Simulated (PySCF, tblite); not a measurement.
Isomers of C4H12O2SSi2, one GFN2-xTB conformer each. Single-point energies are computed at PBE0/pcSseg-1 (PySCF, gas phase, no added dispersion term), electronic only.

**Question.** Rank them by PBE0/pcSseg-1 energy, lowest first (kcal/mol).
A. `[CH3:1][CH:2]([CH3:3])[O:4][C:5](=[O:6])[SiH2:7][S:8][SiH3:9]` with C1–C2–O4–C5 -157°, C2–O4–C5–O6 1°, O4–C5–Si7–S8 175°, C5–Si7–S8–Si9 7°
B. `[CH3:1][CH2:2][C@:3]1([S:4][SiH3:5])[CH2:6][O:7][SiH2:8][O:9]1` with C1–C2–C3–S4 61°, C2–C3–S4–Si5 91°

**Answer.** B (0.0), A (10.1).

As drawn, the lower has an Si–O bond, which the higher lacks; the higher has a C=O bond, a C(=O)–O unit and an Si–C bond, which the lower lacks. GFN2-xTB itself gives, in the same order: 0.0, 51.3. Both levels put the same isomer lowest.

**Question.** Which frontier levels, dipoles and rotational constants go with these structures?

**Answer.** 
```json
{"SMILES": "CC[C@]1(S[SiH3])CO[SiH2]O1", "HOMO (eV, PBE0/pcSseg-1)": "-6.92", "LUMO (eV)": "0.25", "dipole (D)": "1.66", "A, B, C (MHz)": "1216, 970.9, 675.5"}
{"SMILES": "CC(C)OC(=O)[SiH2]S[SiH3]", "HOMO (eV, PBE0/pcSseg-1)": "-7.19", "LUMO (eV)": "-0.81", "dipole (D)": "4.22", "A, B, C (MHz)": "1952, 499.5, 427.3"}
```

**Question.** What happens when harmonic zero-point energies from GFN2-xTB frequencies are added?

**Answer.** 
```csv
SMILES,ZPE (kcal/mol),electronic (kcal/mol),with ZPE (kcal/mol)
CC[C@]1(S[SiH3])CO[SiH2]O1,95.5,0.0,0.0
CC(C)OC(=O)[SiH2]S[SiH3],94.1,10.1,8.7
```

The zero-point energies span 1.4 kcal/mol. The order is unchanged.

**Question.** As an exercise, what shares would exp(−E/RT) give at 2000 K from these electronic energies alone (no entropy, no degeneracies)?

**Answer.** RT = 3.974 kcal/mol: CC[C@]1(S[SiH3])CO[SiH2]O1 92.8 %, CC(C)OC(=O)[SiH2]S[SiH3] 7.2 %.
